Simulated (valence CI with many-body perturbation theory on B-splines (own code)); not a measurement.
Level structure of Ir⁵³⁺

Level of theory: configuration interaction combined with many-body perturbation theory (CI+MBPT): six valence electrons over a frozen Dirac-Fock core [Ar], radial functions for each j: 7 s, 7 p, 8 d, 6 f, 4 g, 1 h, with the one-electron correlation potential Σ1, the two-electron term Σ2, the three-electron term Σ3, Breit, model QED; selected CI, second order for the rest, scaled by the run's own slope (own B-spline code, finite nucleus).

No measured spectrum was set against this ion. As an estimate, large intervals hold to a few tenths of a per cent, small ones and those within an open d or f shell to about a per cent. Core correlation moves these levels by up to 17000 cm⁻¹, and in measured spectra 5 to 20 % of such shifts remained as error; rates that hang on mixing are uncertain with them. Among the levels kept, up to 1100 cm⁻¹ of a level comes from second order outside the variational space, and about a tenth of that is noise between levels of different J, which matters for small intervals. The list stops below the first excitations out of the core. Only levels of the ground parity were solved; by the run's estimate the other parity begins above the list, which can be wrong where configurations are misplaced.

Levels 1 to 32 of 32, with energies above the lowest level, (3d3/2^4 3d5/2^2) J=4. "Leading %" is the weight of the configuration and term that name the level; weights of strongly mixed levels are sums over their largest components and can fall short, so below about 35 % the name and the second component can differ from the true leading terms, or belong to a minority configuration. In the jj column 3d3/2^4 stands for four electrons in 3d with j = 3/2. Lifetimes count E1, E2, E3, M1 and M2 decay at the calculated energies, and are blank where another channel may lead or the interval is too uncertain; long ones can be off by a factor of two.

| No. | Configuration | Term | J | E (cm⁻¹) | Leading % | Lifetime | Second component | Leading jj |
| --- | --- | --- | --- | --- | --- | --- | --- | --- |
| 1 | 3d6 | 3F | 4 | 0 | 41 |  | 29 % 3d6 5D | 3d3/2^4 3d5/2^2 (98 %) |
| 2 | 3d6 | 3P | 2 | 66747 | 39 | 41.3 s | 22 % 3d6 3D | 3d3/2^4 3d5/2^2 (98 %) |
| 3 | 3d6 | 3P | 0 | 224420 | 55 | 154 ms | 31 % 3d6 1S | 3d3/2^4 3d5/2^2 (94 %) |
| 4 | 3d6 | 5D | 3 | 624420 | 60 | 160 ns | 26 % 3d6 3F | 3d3/2^3 3d5/2^3 (98 %) |
| 5 | 3d6 | 5D | 4 | 633720 | 46 | 181 ns | 23 % 3d6 3H | 3d3/2^3 3d5/2^3 (98 %) |
| 6 | 3d6 | 5D | 1 | 666550 | 45 | 143 ns | 32 % 3d6 3P | 3d3/2^3 3d5/2^3 (98 %) |
| 7 | 3d6 | 3H | 6 | 698540 | 66 | 12.5 ms | 34 % 3d6 1I | 3d3/2^3 3d5/2^3 (100 %) |
| 8 | 3d6 | 3G | 5 | 699800 | 62 | 834 ns | 38 % 3d6 3H | 3d3/2^3 3d5/2^3 (100 %) |
| 9 | 3d6 | 3F | 2 | 760030 | 47 | 275 ns | 23 % 3d6 3P | 3d3/2^3 3d5/2^3 (98 %) |
| 10 | 3d6 | 3D | 3 | 772510 | 33 | 434 ns | 26 % 3d6 3G | 3d3/2^3 3d5/2^3 (99 %) |
| 11 | 3d6 | 3P | 0 | 849020 | 64 |  | 31 % 3d6 1S | 3d3/2^3 3d5/2^3 (93 %) |
| 12 | 3d6 | 1G | 4 | 890110 | 45 | 9.61 μs | 25 % 3d6 3G | 3d3/2^3 3d5/2^3 (98 %) |
| 13 | 3d6 | 3P | 1 | 898260 | 68 | 363 ns | 27 % 3d6 3D | 3d3/2^3 3d5/2^3 (98 %) |
| 14 | 3d6 | 3D | 2 | 899050 | 30 | 1.60 μs | 22 % 3d6 3P | 3d3/2^3 3d5/2^3 (94 %) |
| 15 | 3d6 | 3F | 3 | 910700 | 57 | 633 ns | 37 % 3d6 1F | 3d3/2^3 3d5/2^3 (100 %) |
| 16 | 3d6 | 5D | 2 | 1294900 | 65 | 75.7 ns | 24 % 3d6 3P | 3d3/2^2 3d5/2^4 (98 %) |
| 17 | 3d6 | 5D | 0 | 1320100 | 65 | 68.1 ns | 34 % 3d6 1S | 3d3/2^2 3d5/2^4 (98 %) |
| 18 | 3d6 | 3H | 4 | 1344100 | 42 | 95.4 ns | 35 % 3d6 3F | 3d3/2^2 3d5/2^4 (99 %) |
| 19 | 3d6 | 5D | 3 | 1371900 | 32 | 102 ns | 21 % 3d6 3D | 3d3/2^2 3d5/2^4 (96 %) |
| 20 | 3d6 | 3H | 5 | 1379100 | 62 | 165 ns | 38 % 3d6 3G | 3d3/2^2 3d5/2^4 (100 %) |
| 21 | 3d6 | 1I | 6 | 1405600 | 66 | 283 ns | 34 % 3d6 3H | 3d3/2^2 3d5/2^4 (100 %) |
| 22 | 3d6 | 3F | 3 | 1438400 | 42 | 149 ns | 39 % 3d6 3G | 3d3/2^2 3d5/2^4 (99 %) |
| 23 | 3d6 | 3D | 1 | 1457300 | 50 | 121 ns | 41 % 3d6 3P | 3d3/2^2 3d5/2^4 (97 %) |
| 24 | 3d6 | 1G | 4 | 1472500 | 50 | 199 ns | 34 % 3d6 3G | 3d3/2^2 3d5/2^4 (98 %) |
| 25 | 3d6 | 3F | 2 | 1485500 | 35 | 171 ns | 32 % 3d6 3P | 3d3/2^2 3d5/2^4 (98 %) |
| 26 | 3d6 | 3F | 2 | 1585400 | 66 | 111 ns | 20 % 3d6 3P | 3d3/2^2 3d5/2^4 (99 %) |
| 27 | 3d6 | 3F | 4 | 1625000 | 62 | 176 ns | 33 % 3d6 1G | 3d3/2^2 3d5/2^4 (99 %) |
| 28 | 3d6 | 1D | 2 | 1773600 | 77 | 192 ns | 10 % 3d6 3P | 3d3/2^2 3d5/2^4 (98 %) |
| 29 | 3d6 | 1S | 0 | 1926000 | 80 | 138 ns | 19 % 3d6 3P | 3d3/2^2 3d5/2^4 (96 %) |
| 30 | 3d6 | 3P | 1 | 2021100 | 60 | 46.8 ns | 40 % 3d6 5D | 3d3/2 3d5/2^5 (99 %) |
| 31 | 3d6 | 1G | 4 | 2123400 | 36 | 69.4 ns | 23 % 3d6 3F | 3d3/2 3d5/2^5 (98 %) |
| 32 | 3d6 | 3P | 2 | 2175900 | 30 | 72.1 ns | 26 % 3d6 1D | 3d3/2 3d5/2^5 (98 %) |

The ionisation energy to 3d5 2D_5/2 of the next ion comes out as 5092.2 eV (NIST: 5092 ± 5 eV (theoretical)). All 32 levels together are meant to be complete up to 2183600 cm⁻¹.
